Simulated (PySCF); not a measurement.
A structure optimised at B3LYP-D3(BJ)/def2-SVP, used in a PySCF frequency run:

```xyz
10

N     -0.9401     1.4125     0.1849
Si    -0.0077     0.0047     0.0126
N      1.6331     0.3881     0.3019
O     -0.7727    -1.1155     0.9712
F      0.0382    -0.6739    -1.4753
H     -0.6249     2.3077    -0.1682
H     -1.9386     1.3759     0.3532
H      2.3776    -0.1300    -0.1512
H      1.9306     0.8017     1.1783
H     -0.6500    -2.0359     0.7122
```

Write its SMILES and formula.

N[Si](N)(O)F, FH5N2OSi

What are its rotational constants (standard atomic weights)?

3.9785, 3.8553, 3.3646 GHz
